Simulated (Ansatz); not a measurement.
Gas-phase electronic energies from Ansatz, PBE0-D4/def2-TZVP geometries. CCSD(T)/CBS adds triple-zeta CCSD(T) − MP2 to the extrapolated MP2 energy (def2 sets, frozen cores). For Ge outer-core shells are correlated without core-valence functions, which leaves a few kJ/mol of doubt a bond. Scalar relativity is left out up to krypton. One conformer a species, not always the lowest.

Reaction (ligand exchange at a Ge–S bond): `CB[S][GeH3]` + `NB(O)Cl` → `NB(Cl)[O][GeH3]` + `CBS`

```tsv
species	CCSD(T)/CBS(def2) energy (Eh)
`CB[S][GeH3]`	-2540.98885
`NB(O)Cl`	-616.40523
`NB(Cl)[O][GeH3]`	-2693.72389
`CBS`	-463.66090
```

(1) Work out ΔE.

Largest T1 diagnostic among the species: 0.013.

Results:

(1) ΔE = (-2693.72389) + (-463.66090) − (-2540.98885) − (-616.40523) = 0.00929 Eh = +24.4 kJ/mol.

In def2-TZVPP, CCSD(T) changes the Hartree–Fock value by +8.1 kJ/mol (the triples alone add +1.4 kJ/mol) and MP2 by +11.8 kJ/mol.
